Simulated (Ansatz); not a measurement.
A made-up structure of ZnBHF, doublet:

```
4
angstrom
F -0.2904 0.9472 -1.0019
B -0.2121 0.0795 -0.0115
Zn 1.7365 -0.9172 0.4066
H -0.8334 1.6137 -0.7037
```

It is relaxed with PBE-D4/def2-SVP and then PBE0-D4/def2-TZVP (Ansatz 0.2.0). Atoms count as bonded within 1.22 times the sum of their covalent radii (H–H: 0.88 Å). The end point is not checked to be a true minimum.

**Question.** Does its bonding change? (Judge from chemistry; the calculation decides.)

**Answer.** The calculation gives: Yes. Formed: none; broken: F1–B2.

Where it ends: The first stage lowers the energy by 1.80 eV in 10 steps. It ends as a complex of ZnB + HF:
```tsv
atom	x (Å)	y (Å)	z (Å)
F1	-0.2618	1.6303	-1.5142
B2	-0.5272	-0.3120	0.7242
Zn3	1.6743	-0.6486	0.2751
H4	-0.4846	1.0535	-0.7956
```

For scale, one of the runs: PBE0-D4/def2-TZVP relaxation, 116 basis functions, launched by `ansatz run in.yaml --threads 2 --pin off --events-out ev --progress --plain --max-ram 4352MiB`. Hardware: 2 CPU threads of an Arm Neoverse V1, shared host. Wall time about 88 s.
